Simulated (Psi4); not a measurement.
Cl2Hg, singlet, geometry from GFN2-xTB (such geometries of metal compounds can be far from the true shape) (core potentials on Hg); B3LYP5/def2-SVP in Psi4.

The Psi4 input:
```
memory 2 GB

molecule {
0 1
  Hg    0.00000000    0.00000000    0.00000000
  Cl    0.00000000    0.00000000    2.30126892
  Cl   -0.00000000   -0.00000000   -2.30126892
}

set basis def2-svp

energy('b3lyp5')
print_variables()
```

Problem. Predict the main parts of the log of this Psi4 run.

Solution. 
```
   => Loading Basis Set <=

    Name: DEF2-SVP
    Role: ORBITAL
    Keyword: BASIS

    !!!  WARNING: ECP capability is in beta. Please check occupations closely.  !!!

         ---------------------------------------------------------
                                   SCF
               by Justin Turney, Rob Parrish, Andy Simmonett
                          and Daniel G. A. Smith
                              RKS Reference
         ---------------------------------------------------------

  ==> Geometry <==

    Molecular point group: d2h
    Full point group: D_inf_h

    Geometry (in Angstrom), charge = 0, multiplicity = 1:

       Center              X                  Y                   Z               Mass
    ------------   -----------------  -----------------  -----------------  -----------------
         HG           0.000000000000     0.000000000000     0.000000000000   201.970643400000
         CL           0.000000000000     0.000000000000     2.301268920000    34.968852682000
         CL           0.000000000000     0.000000000000    -2.301268920000    34.968852682000

  Running in d2h symmetry.

  Rotational constants: A = ************  B =      0.04551  C =      0.04551 [cm^-1]
  Rotational constants: A = ************  B =   1364.49226  C =   1364.49226 [MHz]
  Nuclear repulsion =  189.593926379284284

  Charge       = 0
  Multiplicity = 1
  Electrons    = 54
  Nalpha       = 27
  Nbeta        = 27

  ==> Algorithm <==

  SCF Algorithm Type is DF.
  DIIS enabled.
  MOM disabled.
  Fractional occupation disabled.
  Guess Type is SAD.
  Energy threshold   = 1.00e-06
  Density threshold  = 1.00e-06
  Integral threshold = 1.00e-12

  ==> Primary Basis <==

  Basis Set: DEF2-SVP
    Blend: DEF2-SVP
    Number of shells: 28
    Number of basis functions: 68
    Number of Cartesian functions: 75
    Spherical Harmonics?: true
    Max angular momentum: 3

  Core potential: DEF2-SVP
    Number of shells: 4
    Number of ECP primitives: 10
    Number of ECP core electrons: 60
    Max angular momentum: 3

  ==> DFT Potential <==

   => LibXC <=

    Version 7.1.2
    S. Lehtola, C. Steigemann, M. J. T. Oliveira, and M. A. L. Marques,  SoftwareX 7, 1–5 (2018) (10.1016/j.softx.2017.11.002)

   => Composite Functional: B3LYP5 <=

    B3LYP5 Hyb-GGA Exchange-Correlation Functional

    P. J. Stephens, F. J. Devlin, C. F. Chabalowski, and M. J. Frisch,  J. Phys. Chem. 98, 11623 (1994) (10.1021/j100096a001)

    Deriv               =              1
    GGA                 =           TRUE
    Meta                =          FALSE

    Exchange Hybrid     =           TRUE
    MP2 Hybrid          =          FALSE

   => Exchange Functionals <=

    0.0800   Slater exchange
    0.7200         Becke 88

   => Exact (HF) Exchange <=

    0.2000               HF

   => Correlation Functionals <=

    0.1900   Vosko, Wilk & Nusair (VWN5)
    0.8100   Lee, Yang & Parr

   => LibXC Density Thresholds  <==

    XC_HYB_GGA_XC_B3LYP5:  1.00E-15

   => Molecular Quadrature <=

    Radial Scheme          =       TREUTLER
    Pruning Scheme         =           NONE
    Nuclear Scheme         =       TREUTLER

    Blocking Scheme        =         OCTREE
    BS radius alpha        =              1
    Pruning alpha          =              1
    Radial Points          =             75
    Spherical Points       =            302
    Total Points           =          63288
    Total Blocks           =            588
    Max Points             =            255
    Max Functions          =             62
    Weights Tolerance      =       1.00E-15

   => Loading Basis Set <=

    Name: (DEF2-SVP AUX)
    Role: JKFIT
    Keyword: DF_BASIS_SCF

  ==> Integral Setup <==

  SCF_SUBTYPE=INCORE selected. In-core MEM_DF algorithm will be used.
  Using in-core AOs.

  ==> MemDFJK: Density-Fitted J/K Matrices <==

    J tasked:                   Yes
    K tasked:                   Yes
    wK tasked:                   No
    Algorithm:                 Core
[...]
    Mask sparsity (%):       6.0121
    Fitting Condition:        1E-10

   => Auxiliary Basis Set <=

  Basis Set: (DEF2-SVP AUX)
    Blend: DEF2-UNIVERSAL-JKFIT
    Number of shells: 127
    Number of basis functions: 503
    Number of Cartesian functions: 675
    Spherical Harmonics?: true
    Max angular momentum: 6

  Minimum eigenvalue in the overlap matrix is 9.4389971261E-03.
  Reciprocal condition number of the overlap matrix is 2.6245171615E-03.
    Using symmetric orthogonalization.

  ==> Pre-Iterations <==

  SCF Guess: Superposition of Atomic Densities via on-the-fly atomic UHF (no occupation information).

   -------------------------
    Irrep   Nso     Nmo
   -------------------------
     Ag        19      19
     B1g        3       3
     B2g        6       6
     B3g        6       6
     Au         2       2
     B1u       14      14
     B2u        9       9
     B3u        9       9
   -------------------------
    Total      68      68
   -------------------------

  ==> Iterations <==

                           Total Energy        Delta E     RMS |[F,P]|

   @DF-RKS iter SAD: -1072.60818988159190   -1.07261e+03   0.00000e+00
   @DF-RKS iter   1: -1073.43931586040162   -8.31126e-01   1.32385e-02 DIIS/ADIIS
   @DF-RKS iter   2: -1073.37354145646100    6.57744e-02   1.81051e-02 DIIS/ADIIS
   @DF-RKS iter   3: -1073.52550553397055   -1.51964e-01   1.98761e-03 DIIS/ADIIS
   @DF-RKS iter   4: -1073.52686874394112   -1.36321e-03   3.50826e-04 DIIS/ADIIS
   @DF-RKS iter   5: -1073.52692121031373   -5.24664e-05   5.41216e-05 DIIS
   @DF-RKS iter   6: -1073.52692244449281   -1.23418e-06   1.07598e-05 DIIS
   @DF-RKS iter   7: -1073.52692250066434   -5.61715e-08   1.65472e-06 DIIS
   @DF-RKS iter   8: -1073.52692250217797   -1.51363e-09   6.49660e-08 DIIS
  Energy and wave function converged.

  ==> Post-Iterations <==

   Electrons on quadrature grid:
      Ntotal   =   53.9999923514 ; deviation = -7.649e-06

    Orbital Energies [Eh]
    ---------------------

    Doubly Occupied:

[...]
    Virtual:

[...]
    Final Occupation by Irrep:
             Ag   B1g   B2g   B3g    Au   B1u   B2u   B3u
    DOCC [     8,    1,    3,    3,    0,    6,    3,    3 ]
    NA   [     8,    1,    3,    3,    0,    6,    3,    3 ]
    NB   [     8,    1,    3,    3,    0,    6,    3,    3 ]

  @DF-RKS Final Energy: -1073.52692250217797

   => Energetics <=

    Nuclear Repulsion Energy =            189.5939263792842837
    One-Electron Energy =               -1918.1187300652134127
    Two-Electron Energy =                 711.7230579620511435
    DFT Exchange-Correlation Energy =     -56.7251767783001171
    Empirical Dispersion Energy =           0.0000000000000000
    VV10 Nonlocal Energy =                  0.0000000000000000
    Total Energy =                      -1073.5269225021779675

Computation Completed

Properties will be evaluated at   0.000000,   0.000000,   0.000000 [a0]

Properties computed using the SCF density matrix

 Multipole Moments:

 ------------------------------------------------------------------------------------
     Multipole            Electronic (a.u.)      Nuclear  (a.u.)        Total (a.u.)
 ------------------------------------------------------------------------------------

 L = 1.  Multiply by 2.5417464519 to convert [e a0] to [Debye]
 Dipole X            :          0.0000000            0.0000000            0.0000000
 Dipole Y            :          0.0000000            0.0000000            0.0000000
 Dipole Z            :          0.0000000            0.0000000            0.0000000
 Magnitude           :                                                    0.0000000

 ------------------------------------------------------------------------------------

  Variable Map:
  ----------------------------------------------------------------------------
[...]
  Array Variable Map:
  ----------------------------------------------------------------------------
[...]
[...]
```
